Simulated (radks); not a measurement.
Task: The mean radii <r> (bohr) of the occupied orbitals of an atom or ion are listed with their occupations. All-electron calculation, scalar-relativistic Kohn-Sham, PBE, spin-unpolarised, spherical densities, point nucleus. Program: a radial shooting solver on a logarithmic mesh with Libxc functionals.

| orbital | occ. | <r> |
|---|---|---|
| 1s | 2 | 0.02558 |
| 2s | 2 | 0.1097 |
| 2p | 6 | 0.09616 |
| 3s | 2 | 0.2912 |
| 3p | 6 | 0.2890 |
| 3d | 10 | 0.2652 |
| 4s | 2 | 0.6517 |
| 4p | 6 | 0.6821 |
| 4d | 6 | 0.7266 |

Name the element and its charge.

Result: Z = 56, barium, charge +14: Ba14+ in [Kr] 4d6. The 1s radius gives Z: for a bare nucleus <r> = (2 gamma + 1)/(2Z) with gamma = sqrt(1 - (Z/c)^2), 0.02523 bohr for Z = 56, and screening makes it slightly larger (0.02558 here). The occupations add up to 42, and the charge is Z minus that.
